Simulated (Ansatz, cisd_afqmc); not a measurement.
Species: As, charge -1, triplet.

Total energies in aug-cc-pVQZ, 6 correlated electrons, 14 frozen orbitals. UHF or UKS for unpaired electrons; spin-orbit terms are left out. Correlated methods leave the cores frozen (noble-gas shells, and filled d and f shells in the p block). No relativity. AFQMC/CISD: phaseless, guided by CISD from CCSD amplitudes; bars are statistical, one sigma. Outlying blocks are dropped, and bars are widened where a walk drifts. Over all cases where full CI ran beside it in this data, AFQMC minus full CI had a median of +0.1 mEh and passed +0.4 mEh in a tenth of the cases.

```
method         program          energy (Eh)  minus CCSDT(Q) (mEh)
----------  ----------  -------------------  --------------------
HF              Ansatz          -2234.23066                129.65
MP2             Ansatz          -2234.33768                 22.63
CCSD            Ansatz          -2234.35332                  7.00
CCSD(T)         Ansatz          -2234.35919                  1.12
CCSDT(Q)        Ansatz          -2234.36031                  0.00
AFQMC/CISD  cisd_afqmc  -2234.3600 ± 0.0003             0.3 ± 0.3
```

Ansatz is a quantum-chemistry and plane-wave program.
